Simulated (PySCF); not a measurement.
C2HO (SMILES [CH]=C=O), doublet (typed; the unrestricted solution is spin-contaminated), geometry from GFN2-xTB; MP2/STO-3G in PySCF.

Here is a job for PySCF.
```python
from pyscf import gto, scf, mp

mol = gto.M(
    atom='''
C     0.020962   -0.291180   -1.196607
C     0.004407    0.004021    0.017111
H     0.107673   -0.539854   -2.209945
O    -0.032486    0.282851    1.160865
''',
    basis='sto-3g',
    charge=0,
    spin=1,
    verbose=4,
)

mf = scf.UHF(mol)
mf.kernel()

pt = mp.MP2(mf, frozen=3)
pt.kernel()
print('E(MP2) = %.10f' % pt.e_tot)
```

What the program printed (banner, timings and long lists left out):

```
PySCF version 2.14.0

[INPUT] verbose = 4
[INPUT] num. atoms = 4
[INPUT] num. electrons = 21
[INPUT] charge = 0
[INPUT] spin (= nelec alpha-beta = 2S) = 1
[INPUT] symmetry False subgroup None
[INPUT] Mole.unit = angstrom
[INPUT] Symbol           X                Y                Z      unit          X                Y                Z       unit  Magmom
[INPUT]  1 C      0.020962000000  -0.291180000000  -1.196607000000 AA    0.039612439023  -0.550250452951  -2.261259508737 Bohr   0.0
[INPUT]  2 C      0.004407000000   0.004021000000   0.017111000000 AA    0.008328023031   0.007598588747   0.032335103717 Bohr   0.0
[INPUT]  3 H      0.107673000000  -0.539854000000  -2.209945000000 AA    0.203472481010  -1.020176207251  -4.176190800352 Bohr   0.0
[INPUT]  4 O     -0.032486000000   0.282851000000   1.160865000000 AA   -0.061389642883   0.534510924059   2.193716917593 Bohr   0.0

nuclear repulsion = 52.9167182732637
number of shells = 10
number of NR pGTOs = 48
number of NR cGTOs = 16
basis = sto-3g
ecp = {}

******** <class 'pyscf.scf.uhf.UHF'> ********
method = UHF
initial guess = minao
damping factor = 0
level_shift factor = 0
DIIS = <class 'pyscf.scf.diis.CDIIS'>
diis_start_cycle = 1
diis_space = 8
diis_damp = 0
SCF conv_tol = 1e-09
SCF conv_tol_grad = None
SCF max_cycles = 50
direct_scf = True
direct_scf_tol = 1e-13
number electrons alpha = 11  beta = 10
Set gradient conv threshold to 3.16228e-05
init E= -149.760106269713

cycle= 1 E= -148.965515797599  delta_E= 0.795  |g|= 0.382  |ddm|=  2.2
cycle= 2 E= -149.017387853799  delta_E= -0.0519  |g|= 0.323  |ddm|= 0.788
cycle= 3 E= -149.075296933112  delta_E= -0.0579  |g|= 0.0573  |ddm|= 0.364
cycle= 4 E= -149.082349322515  delta_E= -0.00705  |g|= 0.0434  |ddm|= 0.121
cycle= 5 E= -149.087298833006  delta_E= -0.00495  |g|= 0.0332  |ddm|= 0.107
cycle= 6 E= -149.093878712052  delta_E= -0.00658  |g|= 0.0113  |ddm|= 0.261
cycle= 7 E= -149.094129177574  delta_E= -0.00025  |g|= 0.00906  |ddm|= 0.0295
cycle= 8 E= -149.094677615555  delta_E= -0.000548  |g|= 0.00747  |ddm|= 0.0855
cycle= 9 E= -149.094907836887  delta_E= -0.00023  |g|= 0.00491  |ddm|= 0.0356
cycle= 10 E= -149.095139841182  delta_E= -0.000232  |g|= 0.00556  |ddm|= 0.113
cycle= 11 E= -149.095228908685  delta_E= -8.91e-05  |g|= 0.000967  |ddm|= 0.0274
cycle= 12 E= -149.095233794749  delta_E= -4.89e-06  |g|= 0.000393  |ddm|= 0.011
cycle= 13 E= -149.09523413141  delta_E= -3.37e-07  |g|= 0.000138  |ddm|= 0.00129
cycle= 14 E= -149.095234175175  delta_E= -4.38e-08  |g|= 3.16e-05  |ddm|= 0.000657
cycle= 15 E= -149.095234178393  delta_E= -3.22e-09  |g|= 9.88e-06  |ddm|= 0.00026
cycle= 16 E= -149.095234178568  delta_E= -1.75e-10  |g|= 3.66e-06  |ddm|= 3.5e-05
Extra cycle  E= -149.095234178586  delta_E= -1.8e-11  |g|= 2.04e-06  |ddm|= 6.54e-06
converged SCF energy = -149.095234178586  <S^2> = 1.0068181  2S+1 = 2.242158

******** <class 'pyscf.mp.ump2.UMP2'> ********
nocc = (np.int64(8), np.int64(7)), nmo = (13, 13)
frozen orbitals 3
E(UMP2) = -149.232323945123  E_corr = -0.137089766537044
E(SCS-UMP2) = -149.231767654939  E_corr = -0.13653347635344
E_corr(same-spin) = -0.0322779732588609
E_corr(oppo-spin) = -0.104811793278183
E(MP2) = -149.2323239451
```
